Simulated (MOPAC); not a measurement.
Input for MOPAC: PM6 on BC-, 2S+1 = 3, a spin state set in the input, which need not be the lowest, a point of a bond scan (R = 1.468 Å). Charge -1.

```
PM6 1SCF PRECISE CHARGE=-1 UHF MS=1 THREADS=1
CB

B      0.00000000 1     0.00000000 1     0.00000000 1
C      0.00000000 1     0.00000000 1     1.46754600 1
```

It printed:

```
*******************************************************************************
 **                                                                           **
 **                              MOPAC v23.2.5                                **
 **                                                                           **
 *******************************************************************************
 ** MOPAC's Digital Object Identifier: https://doi.org/10.5281/zenodo.6511958 **
 **                                                                           **
 ** Please cite the open-source release paper for use of this MOPAC version:  **
 ** J. E. Moussa and J. J. P. Stewart (2026)                                  **
 ** MOPAC: An open-source semiempirical molecular orbital program             **
 ** J. Open Source Softw., 11(119), 8025, https://doi.org/10.21105/joss.08025 **
 *******************************************************************************

                              PM6 CALCULATION RESULTS

 *******************************************************************************
 *  PM6        - The PM6 Hamiltonian to be used
 *  UHF        - UNRESTRICTED HARTREE-FOCK CALCULATION
 *
 *
 *
 *                 CHARGE ON SYSTEM = -1
 *
 *
 *
 *  MS=        - IN MECI, MAGNETIC COMPONENT OF SPIN =  1.0
 *  PRECISE    - TIGHTER CRITERIA TO BE USED
 *  1SCF       - DO 1 SCF AND THEN STOP
 *  THREADS=1  - MULTI-THREADING NOT USED
 *  T=         - A TIME OF 172800.0 SECONDS REQUESTED
 *  DUMP=N     - RESTART FILE WRITTEN EVERY 7200.0 SECONDS REQUESTED
 *******************************************************************************
PM6 1SCF PRECISE CHARGE=-1 UHF MS=1 THREADS=1
 CB

   ATOM   CHEMICAL          X               Y               Z
  NUMBER   SYMBOL      (ANGSTROMS)     (ANGSTROMS)     (ANGSTROMS)

     1       B          0.00000000  *   0.00000000  *   0.00000000  *
     2       C          0.00000000  *   0.00000000  *   1.46754600  *



          CARTESIAN COORDINATES

    NO.       ATOM           X           Y           Z

     1         B          0.0000      0.0000      0.0000
     2         C          0.0000      0.0000      1.4675

 General Reference for PM6:
 "Optimization of Parameters for Semiempirical Methods V: Modification of NDDO Approximations
 and Application to 70 Elements", J. J. P. Stewart, J. Mol. Mod., 13, 1173-1213 (2007)
 URL: https://link.springer.com/article/10.1007/s00894-007-0233-4

           Empirical Formula: C B  =     2 atoms



      MOLECULAR POINT GROUP   :   C*v


          UHF CALCULATION, NO. OF ALPHA ELECTRONS =    5
                           NO. OF BETA  ELECTRONS =    3

 -------------------------------------------------------------------------------
 PM6 1SCF PRECISE CHARGE=-1 UHF MS=1 THREADS=1
 CB



     1SCF WAS SPECIFIED, SO BFGS WAS NOT USED
     SCF FIELD WAS ACHIEVED


                              PM6 CALCULATION
                                                       MOPAC v23.2.5 Linux




          FINAL HEAT OF FORMATION =        179.62716 KCAL/MOL =     751.56002 KJ/MOL


          COSMO AREA              =         69.76 SQUARE ANGSTROMS
          COSMO VOLUME            =         52.81 CUBIC ANGSTROMS

          IONIZATION POTENTIAL    =          1.077206 EV
          ALPHA SOMO LUMO (EV)    =         -2.187  6.941
          BETA  SOMO LUMO (EV)    =         -1.077  5.389
          NO. OF ALPHA ELECTRONS  =          5
          NO. OF BETA  ELECTRONS  =          3
          MOLECULAR WEIGHT        =         22.8210         POINT GROUP:  C*v

          MOLECULAR DIMENSIONS (Angstroms)

            Atom       Atom       Distance
            C     2    B     1     1.46755
            C     2    B     1     0.00000
            B     1    C     2     0.00000


          SCF CALCULATIONS        =          1





   ATOM   CHEMICAL          X               Y               Z
  NUMBER   SYMBOL      (ANGSTROMS)     (ANGSTROMS)     (ANGSTROMS)

     1       B          0.00000000  *   0.00000000  *   0.00000000  *
     2       C          0.00000000  *   0.00000000  *   1.46754600  *

                             CARTESIAN COORDINATES

   1    B        0.000000000     0.000000000     0.000000000
   2    C        0.000000000     0.000000000     1.467546000


           Empirical Formula: C B  =     2 atoms



      MOLECULAR POINT GROUP   :   C*v


          ALPHA EIGENVALUES
 -12.82889  -5.70038  -3.23840  -2.65158  -2.18661   6.94052   7.70128  11.11799


           BETA EIGENVALUES
 -11.85997  -3.06943  -1.07721   5.38894   6.26253   8.52531   9.00675  11.53632


              NET ATOMIC CHARGES AND DIPOLE CONTRIBUTIONS

  ATOM NO.   TYPE          CHARGE      No. of ELECS.   s-Pop       p-Pop
    1          B          -0.632504        3.6325     1.80858     1.82392
    2          C          -0.367496        4.3675     1.57020     2.79730
 DIPOLE           X         Y         Z       TOTAL
 POINT-CHG.     0.000     0.000     1.119     1.119
 HYBRID        -0.000    -0.000     0.929     0.929
 SUM           -0.000    -0.000     2.049     2.049


          ATOMIC ORBITAL ELECTRON POPULATIONS

     Atom    s        px        py        pz
    1  B   1.80858   0.79539   0.24699   0.78155
    2  C   1.57020   1.20461   0.75301   0.83968


                    (SZ)    =    1.000000
                    (S**2)  =    2.142448


          ATOMIC ORBITAL SPIN POPULATIONS

    Atom   Total    s     px     py     pz
         Atomic
    1  B  0.1217 -0.002 -0.362  0.247  0.238
    2  C  1.8783  0.098  0.362  0.753  0.666

 **********************
 *                    *
 * JOB ENDED NORMALLY *
 *                    *
 **********************




 == MOPAC DONE ==
```

The run finished. Its determinant has ⟨S²⟩ = 2.14, a mixture of spin states.

Cost: about 0.020 core-seconds (a rough figure).
